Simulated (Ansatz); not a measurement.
BFH (SMILES [BH]F) moved off its minimum; all values from Ansatz (a first-principles code), cores frozen in correlated methods. Open shells are unrestricted.
(charge 0, multiplicity 2)
```xyz
3

B     -0.67812     0.39776    -0.06687
F      0.40260    -0.23658     0.08099
H     -1.60944    -0.14924    -0.07806
```

```tsv
level	largest force (eV/Å)	on atom	rms difference from CCSD(T)/aug-cc-pVTZ (eV/Å)	dipole (D)
HF/def2-TZVPP	3.77	H3	0.366	0.72
PBE/def2-TZVPP	4.05	H3	0.095	0.63
r2SCAN/def2-TZVPP	3.89	H3	0.096	0.59
B3LYP/def2-TZVPP	3.78	H3	0.127	0.62
wB97M-V/def2-TZVPP	3.76	H3	0.148	0.63
MP2/aug-cc-pVTZ	3.78	H3	0.056	0.64
CCSD(T)/aug-cc-pVTZ	3.87	H3	0.000	0.65
```

The differences count from one level among others, with limits of its own. Forces at CCSD(T)/aug-cc-pVTZ (eV/Å):

```
atom      Fx      Fy      Fz
----  ------  ------  ------
B1     0.973   2.882  -0.234
F2     2.501  -1.178   0.311
H3    -3.474  -1.704  -0.078
```
